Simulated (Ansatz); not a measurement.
Saddle point of SiH$_{4}$I, doublet (SiH₃I ([SiH3][I]) + H → SiH₃ + HI; bonds formed: I1–H3; bonds broken: I1–Si2), PBE0-D4/def2-TZVP structure:

I1  (-0.741, -0.674, -1.308)
Si2  (0.342, 0.330, 0.824)
H3  (-1.207, -1.181, -3.090)
H4  (1.148, -0.733, 1.471)
H5  (-0.741, 0.802, 1.720)
H6  (1.198, 1.456, 0.383)
(Å)

Energies are electronic, without zero-point energy. Barriers and step energies count from the start structure reached by relaxing down the imaginary mode; all methods use the PBE0-D4 structures, on which another method's saddle can fall below an end. Computed with Ansatz 0.2.0 (basis: def2-TZVPP, with def2-QZVPP for the basis limit); correlated methods freeze the cores; orbitals are unrestricted. Filled d shells of the heavier atoms are correlated. Core potentials replace the inner electrons of the atoms past krypton. The def2 sets are not built for correlating such inner shells, so the correlated values are less sure here. B3LYP uses VWN-RPA correlation. Extrapolation: Hartree–Fock as exp(−7.88 √X), correlation as X^−2.97.

```csv
method,barrier (kJ/mol),step energy (kJ/mol)
SPW92,-24.1,-13.9
PBE-D4,-0.5,-5.0
BLYP-D4,-4.1,-17.4
r2SCAN-D4,-0.8,-6.3
B97M-V,8.7,-7.3
PBE0-D4,12.9,2.9
B3LYP-D4,5.9,-11.1
r2SCAN0-D4,?,-1.9
BHLYP-D4,21.4,-0.1
CAM-B3LYP-D4,?,-6.3
wB97X-V,29.5,9.3
wB97M-V,28.8,8.5
B2PLYP,19.7,0.8
PBE-QIDH,29.7,14.5
RPA on PBE,22.6,-7.1
HF,72.9,30.2
MP2,?,23.5
CCSD,29.7,-2.3
CCSD(T),26.0,-0.1
```

Question: Fill in the withheld barriers. (To be estimated.)

Answer: The calculation gives: MP2 46.8; CAM-B3LYP-D4 15.5; r2SCAN0-D4 6.5 kJ/mol. Each is the energy of the saddle less that of the start structure, by the same method.

For comparison, the barrier by CCSD(T) at an estimated basis limit (MP2 extrapolated from triple and quadruple zeta, plus CCSD(T) − MP2 in triple zeta) is 23.0 kJ/mol.

No T1 diagnostic of these runs exceeds 0.016. ⟨S²⟩ of the unrestricted Hartree–Fock references: 0.75 to 0.81 (a pure state has 0.75). The unrestricted reference is spin-contaminated, which hurts MP2 most.

Radical steps of this kind take place in plasma deposition and etching.

Labels in which every atom is bracketed show which atoms are joined, not bond orders.

For scale, one of the runs: CCSD(T)/def2-TZVPP, 148 basis functions, launched by `ansatz run in.yaml --threads 4 --pin off --events-out ev --progress --plain --max-ram 9574MiB`. The run took 40 s on 4 CPU threads of an Arm Neoverse V2 (shared host), with 2.4 GiB of host memory at its peak.
